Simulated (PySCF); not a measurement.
B2GeH7N (calculated)

All values are calculated (PySCF 2.14.0). Calculation on a computer-drawn molecule: the log of a Hartree-Fock and frozen-core CCSD(T) single point meant for a local Hartree-Fock minimum, with one planted fault or none, to be diagnosed. Offsets are logged minus clean, where the clean run is the same molecule without the fault. The reference is restricted for singlets and unrestricted otherwise, and also for a bond in bohr or an excited solution. Adding or removing an electron swaps singlet and doublet. The excited solution moves the top pair (singlet) or top alpha electron (doublet) to the lowest empty orbital. Highest occupied and lowest empty are orbital energies over both spins, largest force is the largest gradient component, triples share is (T) over the correlation energy, the T1 limit is 0.02 restricted and 0.045 unrestricted, electrons count all cores, a negative frequency is imaginary (commonest isotopes), and the dipole is about the centre of nuclear charge; on germanium a core potential holds 10 electrons, which the energies leave out, and 3d is frozen in MP2 and coupled-cluster steps.

```yaml
- formula: B2GeH7N
  logged_structure:
    atoms_angstrom:
      - [B, -1.3228, 0.7165, 1.1404]
      - ["N", -1.5661, 0.2163, -0.174]
      - [B, -2.8682, -0.2188, -0.5621]
      - [Ge, -0.11, 0.1452, -1.3662]
      - [H, -0.2133, 1.0729, 1.4458]
      - [H, -2.2132, 0.7836, 1.9402]
      - [H, -3.0602, -0.643, -1.6705]
      - [H, -3.7738, -0.1607, 0.2224]
      - [H, -0.6231, -0.3675, -2.7075]
      - [H, 0.4692, 1.5525, -1.504]
      - [H, 0.9444, -0.7988, -0.7889]
  given:
    meant_charge: 0
    meant_multiplicity: 1
    meant_basis: cc-pVDZ
    meant_basis_and_core_potential_on_germanium: "cc-pVDZ-PP ECP10MDF"
    logged_electrons: 55
    logged_basis_functions: 100
    logged_SCF_converged: "yes"
    logged_spin_squared: 0.7597
    "logged_highest_occupied [eV]": -17.806
    "logged_lowest_empty [eV]": -8.0254
    "logged_largest_force [hartree/bohr]": 0.086211
    logged_T1_diagnostic: 0.041612
    logged_D1_diagnostic: 0.25992
    logged_triples_share: 0.025369
    logged_CC_converged: "yes"
    "logged_dipole_magnitude [debye]": 2.6457
    logged_SCF_stable_within_its_kind: "yes"
    "logged_energy_HF [hartree]": -400.96142
    "logged_energy_CCSD(T) [hartree]": -401.42303
    possible_faults: "no fault, one electron removed, one electron added, multiplicity raised by two, geometry at a saddle point, SCF held on an excited solution, minimal basis STO-3G, one bond length entered in bohr, all coordinates scaled"
    drawn_bonds_atom: [1, 2, 2, 1, 1, 3, 3, 4, 4, 4]
    drawn_bonds_other_atom: [2, 3, 4, 5, 6, 7, 8, 9, 10, 11]
    drawn_bonds_order: [1, 1, 1, 1, 1, 1, 1, 1, 1, 1]
  results:
    planted_fault: "one electron removed"
    "HF_energy_offset_from_clean_run [kcal/mol]": 225.8
    "CCSD(T)_energy_offset_from_clean_run [kcal/mol]": 254.7
```
